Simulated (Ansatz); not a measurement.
A nudged elastic band was laid between two geometries of CH$_{6}$ClNSi (10 atoms, charge 0, multiplicity 1).

All numbers below come from UKS LDA/def2-SVP (Ansatz).

```json
{
  "movable images": "7",
  "climbing image": "yes",
  "spring": "5.0 eV/Å²",
  "optimiser": "quadratic models (default)",
  "start path": "through a guess of the saddle point",
  "force threshold": "0.05 eV/Å",
  "iteration limit": "60",
  "end points": "relaxed"
}
```

Initial state:

```xyz
10
Properties=species:S:1:pos:R:3
Si -0.973 -0.675 -0.718
Cl -0.181 -0.854 -2.636
N 0.172 -0.387 0.519
C 0.842 0.866 0.725
H 0.644 -1.201 0.926
H -1.653 -1.974 -0.401
H -1.898 0.506 -0.767
H 0.208 1.695 0.338
H 1.010 1.074 1.806
H 1.829 0.950 0.208
```

Final state:

```xyz
10
Properties=species:S:1:pos:R:3
Si -1.003 -0.610 -0.731
Cl -0.320 -0.571 -2.698
N -0.274 0.525 0.318
C 1.064 0.408 0.826
H -0.657 1.476 0.328
H -0.677 -1.980 -0.210
H -2.471 -0.307 -0.776
H 1.347 -0.667 0.884
H 1.839 0.910 0.198
H 1.152 0.814 1.860
```

Q: What changes between the two ends?

A: No bond is made or broken.  The two ends are copies of one structure, up to a mirror image or an exchange of like atoms.

Q: Give the energies along the band, and the barrier.

A: The forces met the threshold. The highest image is number 4 of 0 to 8, 0.181 eV above the ends, which have the same energy within 2 meV. A vibrational analysis at the climbing image gives one clearly imaginary mode, 138i cm⁻¹: a first-order saddle point.

```tsv
image	path coordinate (Å)	energy (eV)
0	0.00	0.000
1	0.82	0.039
2	1.64	0.103
3	2.46	0.150
4	3.28	0.181
5	4.10	0.151
6	4.93	0.104
7	5.75	0.040
8	6.57	0.000
```

Q: What is the geometry of the highest image?

A: 
```xyz
10
Properties=species:S:1:pos:R:3
Si -0.961 -0.681 -0.684
Cl -0.542 -2.152 -2.068
N 0.560 -0.158 -0.099
C 0.756 0.883 0.864
H 1.399 -0.603 -0.482
H -1.844 -1.278 0.384
H -1.747 0.409 -1.371
H -0.226 1.281 1.206
H 1.285 0.539 1.786
H 1.320 1.760 0.464
```

Q: What are the harmonic wavenumbers there?

A: 138i, 56, 134, 285, 292, 556, 569, 674, 798, 848, 963, 1046, 1086, 1168, 1330, 1378, 1386, 1428, 2126, 2138, 2908, 2971, 3019, 3535 cm⁻¹.

The band took 20 iterations and roughly 6 core-minutes.

Time of the run: 3.1 min on 2 threads of Arm Neoverse V1, on a shared host, peak memory 0.14 GiB.
